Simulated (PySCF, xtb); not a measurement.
Hf(Cl)2(Me)2 (C₂H₆Cl₂Hf), SMILES [CH3][Hf]([CH3])([Cl])[Cl], multiplicity 1.

GFN2-xTB (xtb 6.7.1) at its own geometry gives an orbital gap of 2.33 eV and a dipole moment of 4.25 D.

Geometry: PBE0-D3(BJ)/def2-SVP. The spin state was assumed, not searched. The def2 effective core potentials stand for the cores of Hf; spin–orbit coupling is left out.

Q: What does PySCF with PBE/def2-TZVP give? (The exact figures need the calculation; the answer reports its results.)

A: gap 4.46 eV (levels -6.79 and -2.33 eV), dipole 1.49 D.
